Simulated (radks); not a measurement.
Initial-state core-level shifts of the sulfur ion S+ when its valence configuration changes from [Ne] 3s2 3p3. Calculated with a radial shooting solver on a logarithmic mesh with Libxc functionals: Dirac Kohn-Sham, PBE, spin-unpolarised, spherical densities, point nucleus; open shells fill j = l - 1/2 first. Shifts are changes of the shell-averaged eigenvalues in eV (positive: less bound).

| valence | 1s | 2s | 2p |
|---|---|---|---|
| 3s1.5 3p3.5 | -0.725 | -0.711 | -0.703 |
| 3s1 3p4 | -1.432 | -1.407 | -1.391 |
| 3p5 | -2.798 | -2.756 | -2.722 |
| 3s0.5 3p4.5 | -2.123 | -2.088 | -2.064 |
